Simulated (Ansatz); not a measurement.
Basis sets compared for SiHMe2(NMe2) (C4H13NSi). Total charge 0; singlet. Geometry PBE-D4/def2-SVP. Ansatz on 2 threads of AMD EPYC 7R13 on a shared host and a share (18 GiB) of an NVIDIA H100 80GB HBM3; times are rough, and most runs start from earlier orbitals.

```xyz
19

Si   -0.733    0.594    0.005
H    -1.086    1.693    0.979
C    -0.343    1.407   -1.663
H     0.510    2.111   -1.574
H    -1.214    1.981   -2.043
H    -0.076    0.647   -2.426
C    -2.184   -0.596   -0.203
H    -3.094   -0.028   -0.489
H    -2.402   -1.140    0.739
H    -1.998   -1.343   -1.002
N     0.629   -0.258    0.723
C     1.728    0.493    1.293
C     0.966   -1.624    0.383
H     2.131   -0.013    2.202
H     1.391    1.504    1.600
H     2.591    0.625    0.589
H     0.079   -2.170    0.006
H     1.767   -1.705   -0.397
H     1.337   -2.178    1.278
```

Binding counts from free atoms (Si triplet, H doublet, C triplet, N quartet) in the same basis, without a counterpoise term.

```
           level  functions  energy (Eh)  HOMO (eV)  LUMO (eV)  binding per atom (eV)  wall time
       HF/STO-3G         47    -496.5871      -6.89      12.85                   3.64      1.2 s
        HF/6-31G         84    -502.2896      -9.02       5.45                   2.70      1.6 s
 PBE-D4/def2-SVP        153    -503.8330      -4.60       0.68                   3.95      1.7 s
PBE0-D4/def2-SVP        153    -503.9048      -5.95       1.52                   3.91      1.4 s
```

(1) Estimate the rows for HF/def2-TZVP, PBE-D4/def2-TZVP, PBE0-D4/def2-TZVP.

Answers

(1) 
| level | functions | energy (Eh) | HOMO (eV) | LUMO (eV) | binding per atom (eV) | wall time |
| --- | --- | --- | --- | --- | --- | --- |
| HF/def2-TZVP | 270 | -502.5390 | -9.30 | 3.45 | 2.89 | 1.4 s |
| PBE-D4/def2-TZVP | 270 | -504.1756 | -4.77 | 0.17 | 3.93 | 2.2 s |
| PBE0-D4/def2-TZVP | 270 | -504.2397 | -6.06 | 0.95 | 3.88 | 1.7 s |
